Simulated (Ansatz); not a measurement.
Two members of one family ([Ln(NH3)6]3+), computed with Ansatz in the gas phase; def2 core potentials for Er, Ho, no spin–orbit coupling. HOMO and LUMO are taken over both spins. With an open 4f shell the SCF may have ended above the lowest state. The structures are stationary points that may keep the symmetry of their start.

First: [Ho(NH3)6]3+ (quintet, charge 3, PBE-D4/def2-SVP geometry).

```xyz
25

Ho   -0.001    0.000    0.000
N    -1.013    2.276    0.045
H    -1.826    2.392    0.681
H    -1.385    2.619   -0.863
H    -0.381    3.046    0.338
N     1.032   -2.267   -0.046
H     1.806   -2.392   -0.727
H     0.392   -3.050   -0.281
H     1.459   -2.583    0.846
N    -2.177   -0.982    0.713
H    -2.304   -1.088    1.738
H    -2.379   -1.936    0.358
H    -3.023   -0.449    0.431
N     2.184    0.959   -0.717
H     3.027    0.502   -0.317
H     2.335    1.960   -0.487
H     2.372    0.929   -1.738
N     0.658    0.274    2.387
H     0.159    1.025    2.902
H     1.656    0.509    2.550
H     0.515   -0.555    2.995
N    -0.684   -0.261   -2.381
H    -0.248   -1.058   -2.884
H    -0.475    0.545   -3.003
H    -1.698   -0.416   -2.540
```

```
              level  HOMO (eV)  LUMO (eV)  gap (eV)
    PBE-D4/def2-SVP     -19.35     -17.57      1.78
   PBE-D4/def2-TZVP     -19.45     -17.66      1.79
r2SCAN-D4/def2-TZVP     -20.16     -16.11      4.05
   PBE0-D4/def2-SVP     -21.43     -13.84      7.59
  PBE0-D4/def2-TZVP     -21.43     -13.86      7.57
```

Metal–donor distances: 6 × N 2.49 Å.

Second: [Er(NH3)6]3+ (quartet, charge 3, PBE-D4/def2-SVP geometry).

Cartesian coordinates in Å:
```
Er 0.0009 -0.0004 0.0000
N 2.1804 -1.1836 -0.0475
H 2.6674 -1.2595 0.8654
H 2.9040 -0.7679 -0.6636
H 2.1388 -2.1697 -0.3716
N -2.1857 1.1689 0.0354
H -2.6391 1.2947 -0.8898
H -2.1642 2.1348 0.4160
H -2.9299 0.7154 0.5987
N 0.8454 1.3133 1.9253
H 0.6328 0.9113 2.8589
H 0.4752 2.2809 2.0012
H 1.8727 1.4539 1.9621
N -0.8646 -1.2962 -1.9276
H -1.8733 -1.5376 -1.8943
H -0.4106 -2.2168 -2.0867
H -0.7683 -0.8281 -2.8492
N -0.9657 -1.7289 1.4932
H -0.2692 -2.3518 1.9460
H -1.6173 -2.3993 1.0434
H -1.5165 -1.3728 2.2969
N 0.9918 1.7257 -1.4776
H 0.3120 2.4056 -1.8710
H 1.4780 1.3693 -2.3233
H 1.7051 2.3391 -1.0402
```

Problem. Estimate how these quantities change from the first to the second (second minus first).

Solution. 
```json
{"level": "PBE-D4/def2-SVP", "Δ HOMO (eV)": "-0.24", "Δ LUMO (eV)": "-0.56", "Δ gap (eV)": "-0.33"}
{"level": "PBE-D4/def2-TZVP", "Δ HOMO (eV)": "-0.17", "Δ LUMO (eV)": "-0.54", "Δ gap (eV)": "-0.37"}
{"level": "r2SCAN-D4/def2-TZVP", "Δ HOMO (eV)": "-0.02", "Δ LUMO (eV)": "0.10", "Δ gap (eV)": "0.12"}
{"level": "PBE0-D4/def2-SVP", "Δ HOMO (eV)": "-0.05", "Δ LUMO (eV)": "-0.37", "Δ gap (eV)": "-0.33"}
{"level": "PBE0-D4/def2-TZVP", "Δ HOMO (eV)": "-0.03", "Δ LUMO (eV)": "-0.38", "Δ gap (eV)": "-0.35"}
```

Metal–donor distances: 6 × N 2.48 Å.
